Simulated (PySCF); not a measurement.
Cd(I)2 anion (CdI2), SMILES [I][Cd][I] (connectivity only; charge and spin as stated), charge -1, multiplicity 2.

Geometry optimised at PBE-D3(BJ)/def2-SVPD. The multiplicity is an assumed one; other spin states were not compared. The isomer is the one that the SMILES or the coordinates give; other isomers of the formula were not compared. The def2 effective core potentials stand for the cores of Cd, I; spin–orbit coupling is left out.

Computed with C-PCM-B3LYP/def2-SVPD in PySCF 2.14.0.

The values are the electrostatic part of the solvation free energy, E(continuum) − E(gas) at the gas-phase geometry, in a cavity of scaled van der Waals radii (PySCF's table); cavitation and dispersion terms are not included. A continuum can't describe solvent molecules that bind to the metal.

Problem. Estimate the values in water (ε = 78.36), dimethylsulfoxide (ε = 46.83), acetonitrile (ε = 35.69). (An estimate is asked for; the answer gives what the named calculation found.)

Solution. 
```json
[
 {"solvent": "water", "ε": "78.36", "ΔG(elec) (kcal/mol)": "-45.1"},
 {"solvent": "dimethylsulfoxide", "ε": "46.83", "ΔG(elec) (kcal/mol)": "-44.7"},
 {"solvent": "acetonitrile", "ε": "35.69", "ΔG(elec) (kcal/mol)": "-44.4"}
]
```
